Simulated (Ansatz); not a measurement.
Saddle search on CH₇GaO, singlet by partitioned rational-function steps on PBE0-D4/def2-TZVP gradients (Ansatz 0.2.0), from this start:

```
10
angstrom
Ga -0.8039 0.0951 -0.8484
O 0.9657 0.9769 -0.9692
H -0.8283 -1.2341 -1.6744
H -1.9253 1.1630 -0.6671
H 0.7662 0.3559 0.0983
C 0.0922 -0.3488 1.1151
H 1.6158 0.5405 -1.5333
H 0.7821 -1.1961 1.2551
H -0.9192 -0.7542 1.3190
H 0.2545 0.4014 1.9048
```

| step | energy less the last (meV) | largest force (eV/Å) | curvature followed (eV/Å²) |
| --- | --- | --- | --- |
| 1 | 4.9 | 0.346 | -10.60 |
| 2 | 0.8 | 0.046 | -10.67 |
| 3 | 0.5 | 0.047 | -10.67 |
| 4 | 0.4 | 0.063 | -10.67 |
| 5 | 0.4 | 0.088 | -10.67 |
| 6 | 0.3 | 0.084 | -10.67 |
| 7 | 0.1 | 0.041 | -10.67 |
| 8 | 0.0 | 0.032 | -10.69 |
| 9 | 0.0 | 0.014 | -10.78 |
| 10 | 0.0 | 0.002 | -10.78 |

The search ended at:

```csv
atom,x (Å),y (Å),z (Å)
Ga1,-0.8073,0.1178,-0.8336
O2,0.9901,0.9468,-0.9759
H3,-0.8702,-1.1906,-1.6880
H4,-1.9026,1.2071,-0.6365
H5,0.7787,0.3316,0.0816
C6,0.0865,-0.3433,1.1240
H7,1.6047,0.4817,-1.5507
H8,0.8585,-1.0958,1.3032
H9,-0.8635,-0.8780,1.2755
H10,0.1250,0.4224,1.9003
```
